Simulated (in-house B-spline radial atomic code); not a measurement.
**RPA and G0W0 on SCAN: Ca IX (Ca8+)**

Configuration [Ne] 3s2, mean-field start SCAN. Computed with a B-spline radial code for spherical atoms: all electrons, scalar-relativistic (spin-free one-electron X2C), finite nucleus, each spin shell either full or empty, empty states to l = 9 with an (l + 1/2)⁻⁴ tail; G0W0 by contour deformation at full frequency.

Command:
```bash
python run_gw.py task.json out
```
Settings (radii: box in bohr, nucleus in fm):
```
Z                        20
electrons                12
configuration            [Ne] 3s2
hamiltonian              x2c
method                   scan,scan
lmax                     9
rms_radius               3.4776
spin_polarised           False
box_radius               7.7
intervals                67
ion_configuration        [Ne] 3s1
```

Time taken, with all properties: 2 s on 1 thread of Intel(R) Xeon(R) Platinum 8488C, with other jobs on the host.

Energies (hartree):

```csv
term,value
mean-field total,-658.32144
Hartree-Fock functional on these orbitals,-657.76911
direct second order,-0.89109
second-order exchange,0.32947
SOSEX correction,0.2943
```

Q: What is the RPA correlation energy, and what remains with SOSEX?

A: RPA gives -0.79158 hartree (-1.79 eV per electron); RPA + SOSEX gives -0.49728, and the second-order doubles -0.56162 hartree (no singles). SOSEX takes back 37 % of the RPA value.

Quasi-particle levels (eV):

```csv
level,occupied,mean field,Σx - vxc,Σc,QP weight,G0W0
3s,yes,-179.06,-7.39,?,?,?
2p,yes,-502.38,-30.47,4.06,0.966,-528.79
3p,no,-156.68,10.77,-2.25,0.957,-148.16
```

G0W0 = mean field + (Σx - vxc) + Σc, with Σc (partial-wave tail included) taken at the quasi-particle energy. Levels of low weight are left out.

Q: Where does G0W0 put 3s?

A: At -189.30 eV, with Σc = -2.85 eV and a quasi-particle weight of 0.965. The tabulated removal energy is 188.54 ± 0.06 eV (NIST, semi-empirical); the calculation leaves out spin-orbit coupling, Breit and QED terms, and what these don't explain is the method's own error.

Q: What does it cost to remove one electron (to [Ne] 3s1) by differences of total energies, each species on its own start (correlation terms add to the Hartree-Fock functional)?

A: SCAN 187.33 eV, Hartree-Fock functional 186.24 eV, + RPA 189.21 eV, + RPA + SOSEX 188.41 eV, + second order 189.25 eV. Tabulated: 188.54 ± 0.06 eV (NIST, semi-empirical); the calculation leaves out spin-orbit coupling, Breit and QED terms, and what these don't explain is the method's own error.
